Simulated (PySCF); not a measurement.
Electron correlation in Cr (chromium, neutral)

Starting occupation: [Ar] 3d5 4s1, 3d3/2 with m_j = -3/2, -1/2, +1/2, +3/2, 3d5/2 with m_j = +5/2, 4s1/2 with m_j = +1/2. Computed with PySCF 2.14 in x2c-QZVPPall-2c, with X2C-1e with screened-nucleus spin-orbit coupling, Gaussian nucleus. Frozen: [Ne]; 14 electrons correlated; the 8 highest virtual spinors left out.

MP2 pair energies summed by pair of shells (mhartree):

```json
{"pair": "3d-3p", "energy": "-182.14", "share (%)": "39.5"}
{"pair": "3p-3p", "energy": "-92.92", "share (%)": "20.2"}
{"pair": "3d-3d", "energy": "-84.85", "share (%)": "18.4"}
{"pair": "3p-3s", "energy": "-39.06", "share (%)": "8.5"}
{"pair": "3d-3s", "energy": "-32.95", "share (%)": "7.1"}
{"pair": "3d-4s", "energy": "-14.21", "share (%)": "3.1"}
{"pair": "3p-4s", "energy": "-8.57", "share (%)": "1.9"}
{"pair": "3s-3s", "energy": "-5.66", "share (%)": "1.2"}
{"pair": "3s-4s", "energy": "-0.63", "share (%)": "0.1"}
```

Total MP2 correlation energy: -460.98 mhartree.

The GHF reference relaxed away from the jj start to a determinant that is no pure jj level (⟨S²⟩ = 12.00, ⟨J²⟩ = 12.00); the energies belong to that determinant.

This basis was not built for core-valence correlation, so the inner-shell part is incomplete.
